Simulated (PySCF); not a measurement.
C$_{3}$H$_{7}$O (SMILES [CH2]C(C)O), doublet, at a GFN2-xTB geometry. Base run: SVWN5/STO-3G run with PySCF.

Geometry (Å):
```xyz
11

O     -0.0589     1.3563    -0.1132
C     -0.0286     0.0257     0.3544
H      0.8206     1.7392    -0.0273
H      0.1401     0.0252     1.4532
C     -1.3203    -0.6141     0.0603
C      1.1480    -0.7588    -0.2726
H      1.0510    -0.7522    -1.3553
H     -2.0374    -0.1009    -0.5450
H      2.0975    -0.3019     0.0029
H     -1.5326    -1.5899     0.4463
H      1.1380    -1.7863     0.0784
```
Charge 0, spin multiplicity 2.
Orbitals are unrestricted.
All else is at PySCF's defaults.
Base energy -189.48806 Eh.

Each row names what was changed in the base input (with any setting that the change needs).

```json
[
 {"change": "base", "ΔE vs base (µEh)": "0.0", "grid points": "125096", "electrons on the grid": "33.00000"},
 {"change": "grids.level = 2", "ΔE vs base (µEh)": "0.4", "grid points": "82440", "electrons on the grid": "33.00000"},
 {"change": "grids.atom_grid = (30, 110)", "ΔE vs base (µEh)": "-28.2", "grid points": "27096", "electrons on the grid": "32.99991"},
 {"change": "grids.prune = dft.gen_grid.sg1_prune", "ΔE vs base (µEh)": "-26.5", "grid points": "55560", "electrons on the grid": "33.00008"},
 {"change": "grids.atom_grid = (50, 194)", "ΔE vs base (µEh)": "-25.9", "grid points": "72680", "electrons on the grid": "33.00007"},
 {"change": "grids.level = 1", "ΔE vs base (µEh)": "-20.1", "grid points": "38024", "electrons on the grid": "33.00003"},
 {"change": "grids.level = 4", "ΔE vs base (µEh)": "0.2", "grid points": "224040", "electrons on the grid": "33.00000"},
 {"change": "grids.becke_scheme = stratmann", "ΔE vs base (µEh)": "2.4", "grid points": "125096", "electrons on the grid": "33.00000"},
 {"change": "grids.atom_grid = (99, 590)", "ΔE vs base (µEh)": "0.2", "grid points": "357672", "electrons on the grid": "33.00000"},
 {"change": "grids.prune = off", "ΔE vs base (µEh)": "0.0", "grid points": "196304", "electrons on the grid": "33.00000"},
 {"change": "grids.level = 7", "ΔE vs base (µEh)": "0.2", "grid points": "697392", "electrons on the grid": "33.00000"}
]
```

Open shells are given as the SCF converged; they aren't shown to be the lowest states, and a large step between rows can be another state.
